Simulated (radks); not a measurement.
The numbers below are computed, except where a source is named.
The nuclear charge of neutral tin is varied continuously with 50 electrons held in [Kr] 4d10 5s2 5p2. Level of theory: Dirac Kohn-Sham, PBE, spin-unpolarised, spherical densities, point nucleus; open shells are shared between the two j in proportion to 2j + 1 (a radial shooting solver on a logarithmic mesh with Libxc functionals). By the Hellmann-Feynman theorem dE/dZ = E(electron-nucleus)/Z, the electronic potential at the nucleus.

Z	E (hartree)	E(electron-nucleus)/Z (hartree)	HOMO	e(HOMO) (eV)	<r> HOMO (bohr)
49.8	-6119.17218	-298.306	5p3/2	-2.223	3.503
49.9	-6149.04487	-299.147	5p3/2	-2.874	3.397
50	-6179.00165	-299.988	5p3/2	-3.557	3.303
50.1	-6209.04250	-300.829	5p3/2	-4.268	3.219
50.2	-6239.16739	-301.669	5p3/2	-5.007	3.142
50.3	-6269.37629	-302.509	5p3/2	-5.772	3.073
50.4	-6299.66920	-303.349	5p3/2	-6.561	3.009
50.5	-6330.04611	-304.189	5p3/2	-7.374	2.949
50.6	-6360.50703	-305.029	5p3/2	-8.209	2.894
50.7	-6391.05194	-305.869	5p3/2	-9.066	2.842
50.8	-6421.68086	-306.709	5p3/2	-9.945	2.794
50.9	-6452.39379	-307.549	5p3/2	-10.844	2.748
51	-6483.19074	-308.390	5p3/2	-11.763	2.705

The central difference of E at Z = 50 is -299.988 hartree, to compare with the third column; the second derivative is -8.41 hartree.
